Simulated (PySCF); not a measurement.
[Ce(H2O)3]3+ at several levels of theory

Computed with PySCF 2.14.0 (density fitting, no spin-orbit coupling) at the geometry relaxed with PBE0:

```xyz
10
[Ce(H2O)3]3+ (singlet in the valence; each metal's 4f electrons, 1 of them, lie in its core potential, out of spins and levels; a saddle point, relaxed within its symmetry)
Ce    0.0000    0.0000    0.0000
O     2.3943    0.0000    0.0000
H     3.0107    0.0000    0.7694
H     3.0107    0.0000   -0.7694
O    -1.1971    2.0736    0.0000
H    -1.5053    2.6073    0.7694
H    -1.5053    2.6073   -0.7694
O    -1.1972   -2.0735    0.0000
H    -1.5054   -2.6073    0.7694
H    -1.5054   -2.6073   -0.7694
```

| level | basis | state | HOMO (eV) | gap (eV) | charge on Ce1 (e) | population of f-type functions on Ce1 (polarisation alone where 4f lies in the core) | dipole about the centre of mass (D) | largest force component (eV/Å) |
| --- | --- | --- | --- | --- | --- | --- | --- | --- |
| PBE0 | Ce lcecp-1-SVP with ECP47, O def2-SVP, H def2-SVP | singlet | -24.50 | 7.64 | 2.10 | 0.05 | 0.00 | 0.00 |

In the lcecp rows the 4f levels are missing from HOMO and gap, and the state counts the valence alone.

Charges are Mulliken's, which hang on the basis. The relaxation used the grid (50, 194), these runs (75, 302) or, all-electron (x2c bases, spin-free X2C Hamiltonian), (99, 590).

Problem. A further run in the first row's basis gives HOMO (eV) -22.71, gap (eV) 5.18, charge on Ce1 (e) 2.03, population of f-type functions on Ce1 (polarisation alone where 4f lies in the core) 0.04, dipole about the centre of mass (D) 0.00, largest force component (eV/Å) 0.40. Which level was it?
A. B3LYP
B. TPSS

Solution. B. The others give HOMO -24.15 eV (B3LYP).

In the first row's basis the gap widens with exact exchange: 5.2 eV for TPSS (none); 7.0 to 7.6 eV for B3LYP, PBE0 (a fixed share).

An lcecp potential fixes the number of 4f electrons, so in runs with it no electron can move into or out of that shell.
